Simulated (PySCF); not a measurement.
Cyclohexasilane, H12Si6, SMILES [SiH2]1[SiH2][SiH2][SiH2][SiH2][SiH2]1, singlet, GFN2-xTB optimised geometry.

```
18

Si     2.00     0.99     1.93
Si     1.16     0.00     0.00
Si    -1.16     0.00     0.00
Si    -2.01    -1.03     1.91
Si    -1.16    -0.05     3.84
Si     1.16    -0.05     3.84
H      1.57     2.40     1.95
H      3.47     1.09     1.93
H      1.74     0.57    -1.23
H      1.62    -1.40    -0.03
H     -1.62     1.40     0.00
H     -1.74    -0.54    -1.24
H     -3.47    -1.13     1.91
H     -1.58    -2.44     1.89
H     -1.74    -0.61     5.07
H     -1.62     1.35     3.87
H      1.62    -1.45     3.84
H      1.74     0.49     5.08
```

Density from PySCF with PBE0/def2-SVP at that geometry.

Minimum of the electron density along straight lines between bonded atoms, close to the bond critical point (lines longer than 1.1 times the sum of covalent radii, or with two minima, are not listed):

```tsv
bond	length / Å	ρ at the minimum / e bohr⁻³	∇²ρ there / e bohr⁻⁵	position (fraction from the first atom)
Si1–H7	1.474	0.114	0.32	0.49
Si1–H8	1.469	0.115	0.31	0.49
Si2–H9	1.469	0.115	0.31	0.49
Si2–H10	1.474	0.114	0.32	0.49
Si3–H11	1.474	0.114	0.32	0.49
Si3–H12	1.469	0.115	0.31	0.49
Si4–H13	1.469	0.114	0.31	0.49
Si4–H14	1.474	0.114	0.32	0.49
Si5–H15	1.469	0.115	0.31	0.49
Si5–H16	1.474	0.114	0.32	0.49
Si6–H17	1.474	0.114	0.32	0.49
Si6–H18	1.469	0.115	0.31	0.49
```
